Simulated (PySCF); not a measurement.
Geometry:
```tsv
atom	x (Å)	y (Å)	z (Å)
C1	1.910	0.195	-1.293
C2	1.844	0.049	0.042
C3	0.635	0.006	0.856
P4	0.677	-0.207	2.535
Si5	-1.101	0.191	0.091
C6	-2.401	0.105	1.446
C7	-1.409	-1.221	-1.117
C8	-1.231	1.866	-0.760
H9	2.876	0.212	-1.805
H10	1.021	0.303	-1.918
H11	2.790	-0.053	0.590
H12	2.107	-0.299	2.694
H13	-2.377	-0.859	1.977
H14	-3.400	0.215	0.991
H15	-2.278	0.906	2.190
H16	-1.368	-2.185	-0.585
H17	-2.408	-1.126	-1.570
H18	-0.668	-1.257	-1.929
H19	-2.246	2.013	-1.165
H20	-0.516	1.979	-1.587
H21	-1.035	2.672	-0.036
```

PySCF 2.14.0 with density-fitted response routines calculation with PBE0-D3(BJ)/def2-SVP structure and PBE0/pcSseg-1 with gauge-including orbitals; equivalent nuclei averaged, single conformer, relativity neglected, no solvent model.

Shifts are taken against calculated references (same method and geometry level): TMS for 13C (184.41 ppm), 1H (31.27 ppm), 29Si (351.99 ppm); H3PO4 for 31P (310.13 ppm).

```csv
atoms,nucleus,count,Hirshfeld charge,δ (ppm)
C6/C7/C8,13C,3,-0.22,0.8
H12,1H,1,-0.03,?
C3,13C,1,-0.13,227.2
H9,1H,1,0.05,5.35
H10,1H,1,0.05,?
P4,31P,1,0.07,296.1
Si5,29Si,1,0.39,?
C2,13C,1,-0.05,156.4
H11,1H,1,0.04,7.20
C1,13C,1,-0.08,123.0
H13/H14/H15/H16/H17/H18/H19/H20/H21,1H,9,0.04,0.30
```

Problem. Estimate the values marked ?.

Solution. 
- H12: 7.19 ppm, hydrogen on a phosphorus bonded to C
- H10: 5.41 ppm, hydrogen on a carbon bonded to C
- Si5: -4.3 ppm, silicon bonded to 4 C

Shifts are as computed. Against solution values, carbons near 30 ppm lie about +2 ppm off and those near 130 ppm about +5 ppm. Of 1211 compounds with measured shifts, 218 miss one by over three times the rms of a fit or turn the order of signals round; such compounds aren't used in these exercises. Experimental scales use liquid or dissolved standards, which lie at an offset from isolated H3PO4.
